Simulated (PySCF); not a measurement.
# Ti⁺: ionisation energy

Ti⁺ [Ar] 3d2 4s1 [3d3/2^2 4s1/2^1, M_J = 3/2] → Ti²⁺ [Ar] 3d2 [3d3/2^2, M_J = 2], as a difference of total energies. Calculation: PySCF 2.14, in x2c-SVPall-2c; the two-component X2C-1e Hamiltonian. Correlated levels: [Ne] frozen; the 6 highest virtual spinors dropped. "Screened" scales the spin-orbit matrix elements by Boettger's factors to mimic the two-electron term; Breit and QED terms are absent.

| method | ionisation energy (eV) |
| --- | --- |
| GHF (spin-free) | 12.894 |
| GMP2 (spin-free) | 13.281 |
| GHF (screened spin-orbit) | 12.893 |
| GMP2 (screened spin-orbit) | 13.280 |

**Question.** How much does correlation contribute at GMP2 (screened spin-orbit)?

**Answer.** 13.280 − (12.893) = 0.387 eV, measured against GHF (screened spin-orbit).

Errors of the correlated levels include the incompleteness of this basis and the frozen core.

The labels give the starting determinants; with spin-orbit coupling the two ends relaxed to ⟨J²⟩ = 6.65, ⟨L²⟩ = 12.00, ⟨S²⟩ = 3.75 and ⟨J²⟩ = 7.86, ⟨L²⟩ = 12.00, ⟨S²⟩ = 2.00.

The determinant of Ti⁺ and of Ti²⁺ mixes levels of different J (the jj label is only the starting occupation), so the difference between spin-free and spin-orbit rows is not the physical spin-orbit shift.

For comparison: 13.575 eV (measured; NIST Atomic Spectra Database, ionization energies).
